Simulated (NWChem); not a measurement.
SnHSI, singlet; SMILES [SH][Sn][I]

```xyz
4

Sn     0.6596    -1.0272     0.0000
I     -0.1107     1.6085     0.0000
S     -1.6199    -1.9179     0.0000
H     -1.1944    -3.2035     0.0000
```
Atoms are numbered in this order, from 1.

Results from NWChem. Low-valent species are run as closed-shell singlets; no triplet was tried in these runs. Coordinates come from a PBE0/def2-SVP optimisation. def2 effective core potentials on Sn, I; no spin-orbit coupling.

Estimate the computed values for PBE/def2-SVP (core potentials). Quantities: highest occupied level (eV); orbital gap (eV); dipole (D).

highest occupied level (eV): -5.98
orbital gap (eV): 2.54
dipole (D): 3.16
